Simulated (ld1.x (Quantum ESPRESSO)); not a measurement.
# Transferability test, RRKJ potential for nitrogen

ld1.x (Quantum ESPRESSO) 7.5 input, shortened:

```
&input
   title='N', zed=7., rel=1, dft='BP', iswitch=3,
   config='[He] 2s2 2p2.75 3d-2'
 /
 &inputp
   pseudotype=2, tm=.false., lloc=0,
   nlcc=.true., new_core_ps=.true., rcore=0.75
 /
3
2P  2  1   2.75   0.00  1.10  1.10  0.0
3D  3  2  -2.00  -0.05  1.05  1.05  0.0
2S  1  0   2.00   0.00  0.75  0.75  0.0
 &test
   configts(1)='2s2 2p2.75'
 /
```

Energies are relative to the spin-unpolarised reference configuration 2s2 2p2.75; without spin polarisation the order of configurations can differ from experiment.

```
valence configuration  charge  ΔE all-electron (eV)  error AE − PS (meV)
              2s2 2p3       0                -2.173                 +0.2
              2s2 2p2      +1                11.507                 +1.8
              2s2 2p0      +3                87.532                 +201
              2s1 2p4       0                 9.336                 +8.4
              2s1 2p3      +1                23.306                 +2.5
```

Problem. What are ΔE and the potential's error for 2s2 2p2.5?

Solution. ΔE = 2.967 eV all-electron; the error (AE − PS) is 0.0 meV.

Problem. What are ΔE and the potential's error for 2s2 2p1?

Solution. ΔE = 40.430 eV all-electron; the error (AE − PS) is +34 meV.
